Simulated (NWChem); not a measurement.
System: CH3BO3; SMILES OB(C=O)O

Input file for NWChem:

```
start job
memory heap 200 mb stack 900 mb global 1100 mb
geometry units angstroms noautosym nocenter noautoz
  O      0.138578    -1.881741     0.000000
  C     -0.638637    -0.948518     0.000000
  B     -0.027059     0.540753     0.000000
  O      1.320202     0.622206     0.000000
  O     -0.837573     1.619546     0.000000
  H     -1.742702    -1.143171     0.000000
  H      1.674945    -0.281863     0.000000
  H     -0.348139     2.450782     0.000000
end
basis spherical
  * library def2-tzvp
end
dft
  xc hfexch
  iterations 150
  semidirect filesize 400000000
end
property
  efieldgrad
end
task dft property
```

Geometry: optimised at PBE0/def2-SVP.

Vzz is the largest principal value of the second derivative of the potential at the nucleus (NWChem prints the opposite sign); η is the asymmetry. Non-relativistic.

Atoms are numbered as in the input.

Question: What results follow from this input? (Hartree-Fock/def2-TZVP.) Quantities: Vzz O1 (a.u.); η O1; Vzz B3 (a.u.); η B3; Vzz O4 (a.u.); η O4; Vzz O5 (a.u.); η O5.

Answer: 
```yaml
Vzz O1 (a.u.): -2.225
"η O1": 0.69
Vzz B3 (a.u.): 0.395
"η B3": 0.14
Vzz O4 (a.u.): 1.221
"η O4": 0.20
Vzz O5 (a.u.): 1.344
"η O5": 0.16
```
